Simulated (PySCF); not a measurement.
Cd(NH2)(SeH) (CdH₃NSe), SMILES [NH2][Cd][SeH]. Coordinates come from a B3LYP-D3(BJ)/def2-SVP optimisation. The structure was generated by enumeration; whether it is a known compound was not checked. The def2 effective core potentials stand for the cores of Cd; spin–orbit coupling is left out. One conformer was computed; it need not be the lowest.

Calculation: B3LYP-D3(BJ)/def2-SVP (PySCF).

Harmonic wavenumbers (cm⁻¹): 99, 101, 165, 232, 495, 580, 596, 764, 1530, 2397, 3486, 3577. Rotational constants (GHz): 125.1, 1.174, 1.171; symmetry number 1.

**Question.** Work out the zero-point energy and the ideal-gas rigid-rotor harmonic-oscillator thermochemistry at 298.15 K and 1 atm.

**Answer.** ZPE = ½ Σ hcν = ½ × 14023 cm⁻¹ = 83.88 kJ/mol. H − E(el) = 102.34 kJ/mol. Entropy in J/(mol K): translation 175.34, rotation 104.76, vibration 54.91, total 335.01. G − E(el) = 2.45 kJ/mol. Cp = 82.35 J/(mol K). Modes under 150 cm⁻¹ make the vibrational entropy uncertain.
